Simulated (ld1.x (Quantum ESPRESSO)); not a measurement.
**Before and after: TM potential for Bi (Z = 83)**

- Element: Bi
- Generator: ld1.x (Quantum ESPRESSO) 7.5
- Type: norm-conserving Troullier–Martins (Kleinman–Bylander form)
- Functional: PBE
- Relativity: scalar-relativistic
- Frozen core: [Xe] 4f14
- Valence charge: 15
- Reference configuration: 5d10 6s2 6p3
- Partial waves: 6s (bound): rc 2.05 bohr; 6p (bound): rc 2.00 bohr; 5d (bound): rc 1.95 bohr
- Local potential: all-electron potential smoothed inside 2.05 bohr (lloc = -2)
- Core correction: a·sin(br)/r model core inside 1.75 bohr

Change: core correction a·sin(br)/r model core inside 1.06 bohr.

Cutoffs: the cutoffs (Ry, on a coarse ladder) from which the occupation-weighted sum of valence levels, in a spherical-Bessel basis at the reference potential, stays within 10 and 1 mRy of its value at 400 Ry; they do not see the model core or the augmentation charge, which bear on the density cutoff. Errors are all-electron minus pseudo energies relative to the spin-unpolarised reference configuration.

Task: Predict the effect on cutoff, ghosts and configuration errors.

Result: The potential gets neither clearly harder nor softer (55 Ry and 90 Ry → 55 Ry and 90 Ry); of the 7 tests that both files solve, the error grows in 3 and shrinks in 1 by more than 15 % and 0.3 meV (median size 3.3 → 3.3 meV); neither file shows a bound ghost. A model core, the more so a compact one, raises the density cutoff, which this test does not measure.

```csv
quantity,base,changed
"cutoff, loose",55 Ry,55 Ry
"cutoff, tight",90 Ry,90 Ry
bound ghosts,none,none
"error for 5d10 6s2 6p2, meV [ΔE 7.91 eV]",-1.4,-1.5
"error for 5d10 6s2 6p1, meV [ΔE 23.16 eV]",-4.6,-5.3
"error for 5d10 6s2 6p0, meV [ΔE 46.50 eV]",-27,-29
"error for 5d10 6s0 6p5, meV [ΔE 20.50 eV]",-3.3,-6.7
"error for 5d10 6s2 6p2.5, meV [ΔE 3.10 eV]",-0.9,-1.0
"error for 5d10 6s1 6p4, meV [ΔE 10.08 eV]",-2.5,-3.3
"error for 5d10 6s1 6p3, meV [ΔE 18.73 eV]",+4.3,+3.2
s: phases at 2.25 bohr within 0.05 rad from the reference energy up to (Ry; the scan ends near 5),1.8,1.8
p: phases at 2.25 bohr within 0.05 rad from the reference energy up to (Ry; the scan ends near 5),1.2,1.2
d: phases at 2.25 bohr within 0.05 rad from the reference energy up to (Ry; the scan ends near 5),1.2,1.2
```
